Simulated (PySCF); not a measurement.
FH3Sn. Atoms are numbered in the order given.

```xyz
5

Sn     0.0000     0.0000    -0.2608
F      0.0000     0.0000     1.6796
H      1.4288     0.8249    -0.6915
H     -1.4288     0.8249    -0.6915
H      0.0000    -1.6498    -0.6915
```

The structure is a stationary point at B3LYP-D3(BJ)/def2-TZVP. The def2 effective core potentials stand for the cores of Sn; spin–orbit coupling is left out.

The numbers are results of HF/def2-TZVPD run with PySCF, not measurements.

The molecule is in vacuum.

Computed frontier levels, gap, dipole moment and polarisability:
- highest occupied level = -12.70 eV
- lowest empty level = 1.42 eV
- orbital gap = 14.12 eV
- dipole moment = 3.10 D
- quadrupole, principal values (traceless, Buckingham form, about the centre of nuclear charge) = -4.60, 2.30, 2.30 D·Å
- mean static polarisability = 37.5 bohr³ (5.56 Å³)
- polarisability, principal values = 34.4, 39.0, 39.0 bohr³
